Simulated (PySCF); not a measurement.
Correlation energy of P(3+) (phosphorus, charge +3)

[Ne] 3s2, closed-shell 1S. Calculation: PySCF 2.14, in aug-cc-pCVTZ-DK (8s7p5d3f, 75 functions); the spin-free X2C one-electron Hamiltonian (Gaussian nucleus). Frozen: [Ne]; 2 electrons correlated.

With two correlated electrons CCSD is exact within the correlated space (frozen core and kept virtual orbitals).

| level | correlation energy (mhartree) |
| --- | --- |
| CCSD | -49.63 |

Diagnostics: T1 = 0.0046, D1 = 0.0066, largest double amplitude 0.113.

Cost of the coupled-cluster step: of the order of 5 core-seconds, for 2 correlated electrons.

Iterations:

```
CC2 = 0
CCSD nocc = 1, nmo = 70
frozen orbitals [0, 1, 2, 3, 4]
max_cycle = 100
direct = 0
conv_tol = 1e-08
conv_tol_normt = 1e-06
diis_space = 8
diis_start_cycle = 0
Init t2, MP2 energy = -339.413207486202  E_corr(MP2) -0.0357854660349778
Init E_corr(CCSD) = -0.0357854660359054
cycle = 1  E_corr(CCSD) = -0.0441364054603415  dE = -0.00835093942  norm(t1,t2) = 0.0435321
cycle = 2  E_corr(CCSD) = -0.0472577290916966  dE = -0.00312132363  norm(t1,t2) = 0.018806
cycle = 3  E_corr(CCSD) = -0.0496409151916518  dE = -0.0023831861  norm(t1,t2) = 0.00849778
cycle = 4  E_corr(CCSD) = -0.0496298743797526  dE = 1.10408119e-05  norm(t1,t2) = 0.000358998
cycle = 5  E_corr(CCSD) = -0.0496356244854264  dE = -5.75010567e-06  norm(t1,t2) = 1.76913e-05
cycle = 6  E_corr(CCSD) = -0.0496342638209716  dE = 1.36066445e-06  norm(t1,t2) = 3.93875e-06
cycle = 7  E_corr(CCSD) = -0.0496344255425948  dE = -1.61721623e-07  norm(t1,t2) = 5.87847e-07
cycle = 8  E_corr(CCSD) = -0.0496344295071407  dE = -3.96454594e-09  norm(t1,t2) = 3.93385e-08
CCSD converged
E(CCSD) = -339.4270564496743  E_corr = -0.04963442950714072
```
